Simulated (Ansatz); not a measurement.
Stepwise reaction of `O[SiH2][SiH](F)F` with hydrogen, as a gas-phase model of exchange steps in deposition or etching. ΔE in kJ/mol.

Computed with Ansatz on PBE0-D4/def2-TZVP structures; ΔE is electronic, products minus reactants. CCSD(T)/CBS adds triple-zeta CCSD(T) − MP2 to the extrapolated MP2 energy (def2 sets, frozen cores). This one scheme is used for every species. DFT in def2-TZVPP. B3LYP here is the variant with VWN-RPA as its local correlation; programs differ in this. Each species was taken in one conformer, which may not be the lowest.

```json
{"step": "1", "reaction": "`O[SiH2][SiH](F)F` + H₂ → `O[SiH2][SiH2]F` + H–F", "PBE-D4": "123.5", "B3LYP-D4": "130.3", "ωB97M-V": "129.8", "CCSD(T)/CBS": "125.4"}
{"step": "2", "reaction": "`O[SiH2][SiH2]F` + H₂ → `O[SiH2][SiH3]` + H–F", "PBE-D4": "89.8", "B3LYP-D4": "101.7", "ωB97M-V": "100.1", "CCSD(T)/CBS": "97.4"}
```

Problem. By hand: ΔE of the 2 steps together at CCSD(T)/CBS.

Solution. (125.4) + (97.4) = 222.8 kJ/mol, or 111.4 kJ/mol a step.

In ΔE each step is lower than the one before. All are uphill at CCSD(T)/CBS. PBE-D4 differs from CCSD(T)/CBS by -7.6 to -1.9 kJ/mol a step. Only this route is followed, and other bonds may react first. Isolated molecules leave out the surface, adducts and barriers. Largest T1 diagnostic: 0.012.
